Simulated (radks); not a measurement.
Question: Ionisation ladder of lead, from Pb LXII to Pb LXV. Each ion is in the ground configuration listed by NIST, and IE = E(next ion) - E(this ion). All-electron calculation, scalar-relativistic Kohn-Sham, PBE, spin-polarised, spherical densities, finite nucleus; open shells are filled with parallel spins first (spin-orbit coupling, left out, can overturn this in heavy ions); Fermi nuclear charge, rms radius 5.5012 fm. Program: a radial shooting solver on a logarithmic mesh with Libxc functionals.

| species | configuration | IE, Delta-SCF (eV) | -e(HOMO) (eV) | HOMO |
|---|---|---|---|---|
| Pb LXII | [Ar] 3d3 | ? | 6471.5 | 3d up |
| Pb LXIII | [Ar] 3d2 | 6700.6 | 6626.1 | 3d up |
| Pb LXIV | [Ar] 3d1 | 6856.0 | 6781.4 | 3d up |
| Pb LXV | [Ar] | ? | 7467.5 | 3p |

Estimate the withheld Delta-SCF values.

Answer: Pb LXII: 6545.6 eV (NIST 6597); Pb LXV: 7531.4 eV (NIST 7362).
